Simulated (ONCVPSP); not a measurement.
**Configuration tests for Ge (Z = 32) (ONCV)**

```
Element                 : germanium
Generator               : ONCVPSP 4.0.1
Type                    : optimised norm-conserving Vanderbilt (ONCV)
Functional              : PBEsol
Relativity              : scalar-relativistic
Frozen core             : [Ar]
Valence charge          : 14
Reference configuration : 3d10 4s2 4p2
Partial waves           : 4s: rc 1.80 bohr, ncon 4, nbas 8, qcut 4.1 1/bohr, 2 projectors, debl 1.1 Ha; 4p: rc 1.60 bohr, ncon 5, nbas 9, qcut 5 1/bohr, 2 projectors, debl 2.8 Ha; 3d: rc 0.60 bohr, ncon 3, nbas 8, qcut 17.2 1/bohr, 2 projectors, debl 0.7 Ha
Local potential         : polynomial inside 0.50 bohr (lpopt 5, dvloc0 2 Ha)
Core correction         : Teter function, fcfact 3.5, rcfact 1.4
```

In the d channel the program set the typed energies aside and used -1.077, 0.250 Ha.

Energies are relative to the spin-unpolarised reference configuration 3d10 4s2 4p2; without spin polarisation the order of configurations can differ from experiment.

**Question.** Give the all-electron excitation energy and the error of the potential for: 3d10 4s2 4p1; 3d10 4s2 4p0; 3d10 4s1 4p0; 3d9 4s2 4p2.

**Answer.**

```json
{"valence configuration": "3d10 4s2 4p1", "charge": "+1", "ΔE all-electron (eV)": "7.453", "error AE − PS (meV)": "-2.1"}
{"valence configuration": "3d10 4s2 4p0", "charge": "+2", "ΔE all-electron (eV)": "22.902", "error AE − PS (meV)": "-8.9"}
{"valence configuration": "3d10 4s1 4p0", "charge": "+3", "ΔE all-electron (eV)": "57.691", "error AE − PS (meV)": "-21"}
{"valence configuration": "3d9 4s2 4p2", "charge": "+1", "ΔE all-electron (eV)": "38.692", "error AE − PS (meV)": "-435"}
```

Note: ghosts flagged at negative energy: s at -568.2 eV, p at -26.2 eV; GHOST(+) flagged for s at 149.3 eV. A true bound ghost makes a file unfit for plane-wave use.
